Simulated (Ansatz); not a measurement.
Basis-set extrapolation for CH8AlClSi2 (`C[SiH](Cl)[SiH2][AlH2]`) (PBE0-D4/def2-TZVP geometry, frozen core, Ansatz). Multiplicity 1, RHF reference.

|  | def2-TZVPP | def2-QZVPP |
| --- | --- | --- |
| HF | -1321.915014 | -1321.954301 |
| MP2 correlation | -0.703056 | -0.758840 |
| CCSD(T) correlation | -0.812803 | not run |

Energies in hartree. Use E(X) = E(∞) + A·exp(−7.88·√X) for Hartree–Fock and E(X) = E(∞) + B·X^(−2.97) for correlation, with X = 3 and 4, and add CCSD(T) minus MP2 of the smaller set to the MP2 limit.

**Question.** What is the CCSD(T) energy at the basis-set limit?

**Answer.** HF limit: -1321.954301 + (-0.039287) × 0.13774 = -1321.95971. MP2 limit: -0.758840 + (-0.055784) × 0.74074 = -0.80016. Higher-order term: -0.812803 − (-0.703056) = -0.10975. Total: -1322.86962 hartree, 372.3 kJ/mol below CCSD(T)/def2-TZVPP.
